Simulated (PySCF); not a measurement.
barium atom (Ba), singlet (core potentials on Ba); DF-REVPBE/def2-SVP (PySCF).

Input for PySCF:
```python
from pyscf import gto, scf, dft

mol = gto.M(
    atom='''
Ba    0.000000    0.000000    0.000000
''',
    basis='def2-svp',
    ecp={'Ba': 'def2-svp'},
    charge=0,
    spin=0,
    verbose=4,
)

mf = dft.RKS(mol)
mf.xc = 'revpbe'
mf = mf.density_fit(auxbasis='def2-universal-jkfit')
mf.kernel()
```

**Question.** What does PySCF print? Leave out banner, timings and long lists.

**Answer.** 
```
PySCF version 2.14.0

[INPUT] verbose = 4
[INPUT] num. atoms = 1
[INPUT] num. electrons = 10
[INPUT] charge = 0
[INPUT] spin (= nelec alpha-beta = 2S) = 0
[INPUT] symmetry False subgroup None
[INPUT] Mole.unit = angstrom
[INPUT] Symbol           X                Y                Z      unit          X                Y                Z       unit  Magmom
[INPUT]  1 Ba     0.000000000000   0.000000000000   0.000000000000 AA    0.000000000000   0.000000000000   0.000000000000 Bohr   0.0

nuclear repulsion = 0
number of shells = 9
number of NR pGTOs = 49
number of NR cGTOs = 23
basis = def2-svp
ecp = {'Ba': 'def2-svp'}

******** <class 'pyscf.df.df_jk.DFRKS'> ********
method = DFRKS
initial guess = minao
damping factor = 0
level_shift factor = 0
DIIS = <class 'pyscf.scf.diis.CDIIS'>
diis_start_cycle = 1
diis_space = 8
diis_damp = 0
SCF conv_tol = 1e-09
SCF conv_tol_grad = None
SCF max_cycles = 50
direct_scf = False
XC library pyscf.dft.libxc version 7.1.2
    S. Lehtola, C. Steigemann, M. J. T. Oliveira, and M. A. L. Marques,  SoftwareX 7, 1–5 (2018)
XC functionals = revpbe
    Y. Zhang and W. Yang,  Phys. Rev. Lett. 80, 890 (1998)
    J. P. Perdew, K. Burke, and M. Ernzerhof,  Phys. Rev. Lett. 77, 3865 (1996)
    J. P. Perdew, K. Burke, and M. Ernzerhof,  Phys. Rev. Lett. 78, 1396 (1997)
radial grids:
    Treutler-Ahlrichs [JCP 102, 346 (1995); DOI:10.1063/1.469408] (M4) radial grids

becke partition: Becke, JCP 88, 2547 (1988); DOI:10.1063/1.454033
pruning grids: <function nwchem_prune>
grids dens level: 3
symmetrized grids: False
atomic radii adjust function: <function treutler_atomic_radii_adjust>
small_rho_cutoff = 0
Set gradient conv threshold to 3.16228e-05
Initial guess from minao.
tot grids = 23928
init E= -15.5504443969741

WARN: HOMO -0.249172318510957 == LUMO -0.249172318510957

cycle= 1 E= -25.2870194203103  delta_E= -9.74  |g|= 0.32  |ddm|= 2.76
  HOMO = -0.0372453859338761  LUMO = 0.0185158367303622  gap/eV = 1.51734
cycle= 2 E= -25.4288010976317  delta_E= -0.142  |g|= 0.263  |ddm|=  2.8
  HOMO = -0.0973060396536813  LUMO = -0.0460556451051535  gap/eV = 1.39459
cycle= 3 E= -25.4660730315653  delta_E= -0.0373  |g|= 0.06  |ddm|= 1.93
  HOMO = -0.116453726104333  LUMO = -0.0685929563047841  gap/eV = 1.30236
cycle= 4 E= -25.4684597547984  delta_E= -0.00239  |g|= 0.00289  |ddm|= 0.767
  HOMO = -0.116985200303849  LUMO = -0.0691106449817968  gap/eV = 1.30273
cycle= 5 E= -25.4684638317513  delta_E= -4.08e-06  |g|= 0.000184  |ddm|= 0.02
  HOMO = -0.117015839388403  LUMO = -0.0691559284072518  gap/eV = 1.30233
cycle= 6 E= -25.4684638820518  delta_E= -5.03e-08  |g|= 2.11e-05  |ddm|= 0.00247
  HOMO = -0.117009787870995  LUMO = -0.0691451539483619  gap/eV = 1.30246
cycle= 7 E= -25.4684638825121  delta_E= -4.6e-10  |g|= 1.62e-06  |ddm|= 0.000179
  HOMO = -0.117010212046837  LUMO = -0.0691455121636501  gap/eV = 1.30246
Extra cycle  E= -25.4684638825169  delta_E= -4.84e-12  |g|= 3.21e-07  |ddm|= 1.87e-05
converged SCF energy = -25.4684638825169
```
